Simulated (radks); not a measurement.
The numbers below are computed, except where a source is named.
Exchange energies: the exact (Fock) value of the Kohn-Sham orbitals and density-functional approximations, as 100 (|E| - |E exact|)/|E exact|, negative where the magnitude is too small. Species: Ir4+ [Xe] 4f14 5d5; Cs [Xe] 6s1; Ti4+ [Ar]; Ne [Ne]; Hg [Hg]. Code: a radial shooting solver on a logarithmic mesh with Libxc functionals. Model: non-relativistic Kohn-Sham, LDA (Slater exchange, Perdew-Wang correlation), spin-polarised, spherical densities, point nucleus. Every spin shell is full or empty, so the densities are truly spherical. Functionals are evaluated on that one density, not self-consistently.

\begin{tabular}{lrrrrr}
functional & Ir4+ & Cs & Ti4+ & Ne & Hg \\ \hline
exact (hartree) & -322.571 & -183.954 & -39.6180 & -12.0082 & -344.957 \\
LDA & -3.83 & -4.68 & -7.26 & -8.67 & -3.76 \\
PBE & -0.30 & -0.42 & -0.55 & -0.12 & -0.31 \\
RPBE & -0.17 & -0.25 & -0.08 & +0.64 & -0.19 \\
PW86 & -0.33 & -0.24 & +0.33 & +1.17 & -0.36 \\
OPTX & +1.91 & +1.31 & +0.22 & +0.31 & +1.93 \\
EV93 & -0.44 & -0.38 & +0.75 & +2.44 & -0.48 \\
SCAN & +0.10 & +0.14 & +0.30 & +0.60 & +0.08 \\
r2SCAN & -0.14 & -0.14 & 0.00 & +0.43 & -0.16 \\
Tao-Mo & -0.79 & -0.83 & -0.30 & +0.56 & -0.80 \\
TASK & -1.80 & -2.21 & -2.86 & -2.46 & -1.80 \\
MVS & +0.11 & +0.05 & -0.18 & +0.21 & +0.09 \\
\end{tabular}
